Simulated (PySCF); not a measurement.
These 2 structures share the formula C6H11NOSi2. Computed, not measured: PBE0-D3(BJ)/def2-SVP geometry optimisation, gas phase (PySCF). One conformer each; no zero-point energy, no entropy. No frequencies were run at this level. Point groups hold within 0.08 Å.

Problem. Rank from lowest to highest electronic energy at this level (kcal/mol).
A. `[N:1]#[C:2]/[CH:3]=[CH:4]/[CH2:5][Si@@H:6]1[CH2:7][CH2:8][SiH2:9][O:10]1` with C3–C4–C5–Si6 78°, C4–C5–Si6–C7 46°, C5–Si6–C7–C8 -138°, Si6–C7–C8–Si9 32°, C7–C8–Si9–O10 -28°, C8–Si9–O10–Si6 13°
B. `[CH2:1]=[CH:2]/[C:3]([SiH3:4])=[C:5](/[SiH3:6])[O:7][CH2:8][C:9]#[N:10]` with C1–C2–C3–Si4 7°, C3–C5–O7–C8 -144°, C5–O7–C8–C9 151°

Solution. A (0.0), B (105.3).

As drawn, the lower has an Si–O bond, which the higher lacks.

```
                       SMILES      E (Eh)  E rel (kcal/mol)  dipole (D)  point group       A, B, C (MHz)
  N#C/C=C/C[Si@@H]1CC[SiH2]O1  -943.18145               0.0        4.79           C1  1358, 671.7, 550.9
C=C/C([SiH3])=C(/[SiH3])OCC#N  -943.01370             105.3        3.24           C1  1254, 607.0, 421.5
```
